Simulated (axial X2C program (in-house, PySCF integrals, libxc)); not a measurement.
## Worked dissociation energy of SbS: TPSS, without spin–orbit coupling

Computed with an in-house relativistic program for diatomic molecules. Spin-free means the one-electron spin-free X2C Hamiltonian. Basis: Sb dyall-cv3z [11s12p8d4f1g], S dyall-av3z [9s8p3d2f] (cores contracted in-house); Gaussian nuclei, density fitting, unrestricted open shells. Masses: Sb 120.904 u, S 31.972 u.

Molecular state: M_S = 1/2, Λ = 1 (beyond evenly filled blocks: π+α).

- E(Sb) (2M_S = 3, M_L = 0): -6480.528427 hartree
- E(S) (2M_S = 2, M_L = 0): -399.238716 hartree
- E(SbS) at Re: -6879.902798 hartree
- ωe: 478.1 cm⁻¹
- ωexe: 1.31 cm⁻¹

(1) Work out De and D0.

Occupations by symmetry block were frozen at the best pattern of an incomplete PBE0 search. De is counted from the lowest determinant-based energies of the atoms at the same level, without counterpoise correction. The functionals have no current-density term, which raises determinants with orbital currents, atoms included.

Each atomic determinant is the lowest at this level and need not be a pure term. Totals compare only within one Hamiltonian and basis.

## Answers

(1) De = -6480.528427 + (-399.238716) − (-6879.902798) = 0.13566 hartree = 3.691 eV. The zero-point energy is ωe/2 − ωexe/4 = 239 cm⁻¹ = 0.030 eV, so D0 = 3.662 eV.
